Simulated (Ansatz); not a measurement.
Geometry optimisation, RHF/6-31G* in Ansatz 0.2.0.

Input file:

```yaml
crystal:
  periodic: [false, false, false]
  atoms:
    - { symbol: O, position_ang: [0.3002, 1.0578, 1.4161] }
    - { symbol: C, position_ang: [0.7183, -0.078, 0.7235] }
    - { symbol: Si, position_ang: [-0.3211, -0.7417, -0.7272] }
    - { symbol: F, position_ang: [-1.6959, -1.0137, -0.1649] }
    - { symbol: S, position_ang: [-0.4176, 0.742, -2.263] }
    - { symbol: H, position_ang: [-0.611, 0.9031, 1.804] }
    - { symbol: H, position_ang: [1.7581, 0.1566, 0.3711] }
    - { symbol: H, position_ang: [0.8648, -0.8419, 1.4754] }
    - { symbol: H, position_ang: [0.2919, -1.9778, -1.2243] }
    - { symbol: H, position_ang: [-0.8046, 1.7424, -1.4077] }
basis:
  gaussian: { orbitals: "6-31G*" }
hamiltonian:
  xc: hf
relax:
  f_tol: 0.02
  max_steps: 40
scf:
  lower_state_search: "off"
```

Run as:

```bash
$ ansatz run input.yaml --threads 1 --pin off --max-ram 2048MiB --backend cpu --events-out ev --progress --plain --runs-dir out
```

Task: Where does it end, and by what steps?

Result: The run converged. After 7 steps the energy has fallen by 0.436 eV; H10 moved furthest, 0.20 Å.

```
step  energy less start (eV)  largest force component (eV/Å)  accepted
   0                  0.0000                           3.988       yes
   1                 -0.3427                           2.086       yes
   2                 -0.3918                           0.496       yes
   3                 -0.4262                           0.360       yes
   4                 -0.4316                           0.187       yes
   5                 -0.4349                           0.062       yes
   6                 -0.4354                           0.043       yes
   7                 -0.4357                           0.015       yes
```

```xyz
10
Properties=species:S:1:pos:R:3
O 0.153 1.076 1.297
C 0.755 -0.080 0.739
Si -0.293 -0.730 -0.690
F -1.718 -1.066 -0.046
S -0.475 0.720 -2.234
H -0.604 0.822 1.807
H 1.736 0.221 0.390
H 0.914 -0.842 1.500
H 0.226 -1.951 -1.319
H -0.610 1.779 -1.442
```

Whether the end is a true minimum wasn't checked by a vibrational analysis.

Run time: 24 s on 1 thread of Arm Neoverse V1, on a shared host, peak memory 0.17 GiB.
